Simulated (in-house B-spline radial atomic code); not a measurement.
A run on an ion of nuclear charge 60 with 60.3 electrons that did not converge. Method: scalar-relativistic (X2C) revTPSS, spin-polarised, spherical fractional occupations, Fermi nucleus of rms radius 4.9123 fm; computed with an all-electron radial atomic-structure program (B-spline basis).

Command:
```bash
python run_scf.py task.json out
```
Settings (nuclear radius in fm, mass in u):
```
Z                60
configuration    [Xe] 4f4.3 6s2
hamiltonian      x2c
method           revtpss,revtpss
spin_polarised   True
nucleus          fermi
rms_radius       4.9123
atomic_mass      141.90773
speed_of_light   137.035999084
```

First and last ten iterations of the last attempt (damped for 15 steps, keeping 80 % of the old Fock matrix, then DIIS):
```
 iter        energy (Eh)    residual
    1       -9614.683288    2.14e-01
    2       -9614.141700    4.42e-01
    3       -9618.132584    2.76e-01
    4       -9620.092924    1.73e-01
    5       -9620.998588    1.09e-01
    6       -9621.393660    7.12e-02
    7       -9621.558573    4.48e-02
    8       -9621.626592    2.83e-02
    9       -9621.655856    2.08e-02
   10       -9621.669668    1.57e-02
  111       -9619.594856    1.92e-01
  112       -9620.279599    1.49e-01
  113       -9621.081227    9.04e-02
  114       -9621.172625    8.35e-02
  115       -9621.242331    7.87e-02
  116       -9621.650162    1.98e-02
  117       -9614.546223    2.18e-01
  118       -9614.609273    2.16e-01
  119       -9614.556636    2.18e-01
  120       -9614.534597    2.19e-01
 not converged after 120 iterations
```

The smallest residual met was 4.7e-04; the threshold is about 6e-07. No energy from this run should be used. The likely cause: this method binds the added charge weakly or not at all at the basis-set limit, so charge moves back and forth between the atom and the box. Run time, properties included: 4 s on 1 thread of Intel(R) Xeon(R) Platinum 8488C, with other jobs on the host.
